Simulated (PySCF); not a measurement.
# Ag (silver, neutral): UHF calculation

Configuration: [Kr] 4d9 5s1 6s1, high-spin 4D determinant (an excited configuration). All numbers are calculated (PySCF 2.14, scalar relativity by spin-free X2C-1e, in x2c-QZVPPall with one added diffuse shell each of s, p, d, f, g type (14s9p8d5f3g, 143 functions)).

```json
{"Total energy": "-5312.572403 hartree", "One-electron energy": "-7314.3930 hartree", "Hartree (Coulomb) energy": "2149.7362 hartree", "Exchange energy": "-147.9155 hartree", "⟨S²⟩": "3.7523", "⟨L²⟩": "6.028", "Sum of ⟨r⟩": "38.36 bohr", "Sum of ⟨r²⟩": "117.5 bohr²", "Traceless quadrupole moment −½Σ⟨3z² − r²⟩ along its main axis": "0.193 e·bohr²", "Langevin diamagnetic susceptibility": "-93.0 ×10⁻⁶ cm³/mol"}
```

```csv
shell,electrons,mean orbital energy (hartree),spread (hartree),"rms radius, mean of both spins (bohr)"
1s α,1,-942.78643,0,0.0357
1s β,1,-942.78372,0,0.0357
2s α,1,-142.28245,0,0.146
2s β,1,-142.26684,0,0.146
2p α,3,-127.46128,0.01372,0.130
2p β,3,-127.44800,0.00197,0.130
3s α,1,-27.73587,0,0.392
3s β,1,-27.72413,0,0.392
3p α,3,-22.73259,0.02576,0.394
3p β,3,-22.72312,0.01714,0.394
3d α,5,-14.84302,0.03100,0.376
3d β,5,-14.82504,0.05047,0.376
4s α,1,-4.65722,0,0.975
4s β,1,-4.57415,0,0.975
4p α,3,-3.11872,0.06281,1.07
4p β,3,-3.02634,0.04983,1.07
4d α,5,-0.85892,0.07509,1.44
4d β,4,-0.81130,0.05606,1.44
5s α,1,-0.44246,0,3.00
6s α,1,-0.08826,0,8.84
```

The outer electron is Rydberg-like, and this basis confines it to a smaller radius and binds it less than a complete one would.

Densities and radii are taken from the X2C orbitals without a picture-change correction, which distorts them close to the nucleus.

Spin-orbit constants ζ (cm⁻¹) from the X2C one-electron operator on these orbitals: bare nucleus, nucleus screened by l(l+1)(2l+1)/3 electrons, and screened by the Breit-Pauli mean field of the electrons.

| shell | bare | screened nucleus | mean field |
| --- | --- | --- | --- |
| 2p | 943900 | 903700 | n/a |
| 3p | 168800 | 161600 | n/a |
| 3d | 24900 | 19600 | n/a |
| 4p | 25980 | 24880 | n/a |
| 4d | 2398 | 1888 | n/a |

To first order the Landé constant is A = -629.4 cm⁻¹, so the lowest level has J = 7/2 and lies 0.234 eV below the centre of the term. This holds in LS coupling only.
